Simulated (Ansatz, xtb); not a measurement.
# AlBFH3OSi: where a starting geometry ends

The starting geometry of this gas-phase singlet was built from a drawn formula by distance geometry and a force field; its bonds are those of `F[SiH2][Al]1[BH][O]1`.

```xyz
8

Al    0.6440   -3.0175   -0.4065
B     1.3829   -3.2048    1.5713
F    -1.9731   -1.0310   -0.6263
O     2.0825   -3.6841    0.3549
Si   -0.6421   -1.4628   -1.5814
H     0.1394   -0.2748   -1.8629
H    -1.1249   -2.0949   -2.8071
H     1.3326   -2.5302    2.5186
```

Problem. Predict what it relaxes into with r2SCAN-D4/def2-SVP.

Solution. It keeps its bonds, and is `F[SiH2][Al]1[BH][O]1`. Distances that change by over a tenth: B2–O4 (1.48 → 1.32 Å).

The energy falls by 2.22 eV over 14 steps:

```csv
step,E − E(last) (eV)
1,2.218
2,1.171
4,0.517
5,0.349
7,0.121
8,0.045
10,0.007
11,0.004
13,0.000
14,0.000
```

Final geometry (Å):

| atom | x (Å) | y (Å) | z (Å) |
| --- | --- | --- | --- |
| Al | 0.0262 | -2.3253 | 0.5454 |
| B | 1.5125 | -3.2295 | 1.5961 |
| F | -2.2450 | -0.8194 | -1.4349 |
| O | 1.7734 | -2.9863 | 0.3300 |
| Si | -0.7320 | -1.4191 | -1.6124 |
| H | 0.1500 | -0.3093 | -2.0911 |
| H | -0.7770 | -2.4751 | -2.6716 |
| H | 2.1333 | -3.7362 | 2.4992 |

From the same start GFN2-xTB ends elsewhere, differing in Al1–F3 (1.68 against 3.37 Å here), F3–Si5 (3.67 against 1.64 Å here).

The end wasn't checked by frequencies. Run with Ansatz 0.2.0, 66 s on 1 thread of Arm Neoverse V1, with other jobs on the host.
